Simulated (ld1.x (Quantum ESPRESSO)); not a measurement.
**Transferability test, PAW potential for aluminium**

* Element: Al (Z = 13)
* Generator: ld1.x (Quantum ESPRESSO) 7.5
* Type: PAW
* Functional: LDA (PZ)
* Relativity: scalar-relativistic
* Frozen core: [Ne]
* Valence charge: 3
* Reference configuration: 3s1.5 3p1.5
* Partial waves: 3s (bound): rcut 1.40, rcutus 1.80 bohr; 3s channel at -0.1 Ry: rcut 1.40, rcutus 1.80 bohr; 3p (bound): rcut 1.85, rcutus 2.45 bohr; 3p channel at 3.2 Ry: rcut 1.85, rcutus 2.45 bohr
* Local potential: all-electron potential smoothed inside 1.90 bohr (lloc = -2)
* Core correction: Bessel-smoothed model core inside 1.30 bohr
* Augmentation charge: PSQ, inside the norm-conserving radii

Energies are relative to the spin-unpolarised reference configuration 3s1.5 3p1.5; without spin polarisation the order of configurations can differ from experiment. Spin-polarised rows fill each open shell by Hund’s rule, majority spin first.

```csv
valence configuration,charge,ΔE all-electron (eV),error AE − PS (meV)
3s2 3p1,0,-2.551,-0.3
3s2 3p0,+1,3.295,-0.5
3s1 3p0,+2,22.673,-21
3s1 3p1,+1,9.115,-2.6
3s0 3p3,0,7.954,-2.5
3s2 3p0.5,+0.5,-0.426,-0.1
3s1.5 3p1.5 (spin-polarised),0,-0.621,-0.9
3s2 3p1 (spin-polarised),0,-2.687,-0.3
```

(1) What are ΔE and the potential's error for 3s2 3p1.3?

## Answers

(1) ΔE = -3.149 eV all-electron; the error (AE − PS) is -0.2 meV.
